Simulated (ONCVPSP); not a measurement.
**Configuration tests for magnesium (Mg) (ONCV)**

```json
{
 "Element": "magnesium (Mg)",
 "Generator": "ONCVPSP 4.0.1",
 "Type": "optimised norm-conserving Vanderbilt (ONCV)",
 "Functional": "PBE",
 "Relativity": "scalar-relativistic",
 "Frozen core": "[He]",
 "Valence charge": "10",
 "Reference configuration": "2s2 2p6 3s1.5 3p0.5",
 "Partial waves": "2s+3s: rc 1.45 bohr, ncon 4, nbas 7, qcut 7.1 1/bohr, 2 projectors; 2p+3p: rc 1.20 bohr, ncon 3, nbas 7, qcut 13.9 1/bohr, 2 projectors; d scattering state at 0.19 Ha: rc 1.40 bohr, ncon 4, nbas 8, qcut 7.2 1/bohr, 2 projectors, debl 2.6 Ha",
 "Local potential": "polynomial inside 0.80 bohr (lpopt 5, dvloc0 0 Ha)",
 "Core correction": "none"
}
```

Energies are relative to the spin-unpolarised reference configuration 2s2 2p6 3s1.5 3p0.5; without spin polarisation the order of configurations can differ from experiment.

```json
{"valence configuration": "2s2 2p6 3s2 3p0", "charge": "0", "ΔE all-electron (eV)": "-1.717", "error AE − PS (meV)": "0.0"}
{"valence configuration": "2s2 2p6 3s1 3p0", "charge": "+1", "ΔE all-electron (eV)": "6.243", "error AE − PS (meV)": "-0.1"}
{"valence configuration": "2s2 2p6 3s0 3p1", "charge": "+1", "ΔE all-electron (eV)": "10.611", "error AE − PS (meV)": "-0.4"}
```

Problem. What are ΔE and the potential's error for 2s2 2p6 3s0 3p0?

Solution. ΔE = 21.268 eV all-electron; the error (AE − PS) is -1.2 meV.

Levels in the configuration 2s2 2p6 3s1 3p0:

```json
{"level": "2s", "all-electron (eV)": "-88.915", "pseudo (eV)": "-88.920"}
{"level": "2p", "all-electron (eV)": "-55.676", "pseudo (eV)": "-55.674"}
{"level": "3s", "all-electron (eV)": "-11.378", "pseudo (eV)": "-11.378"}
```
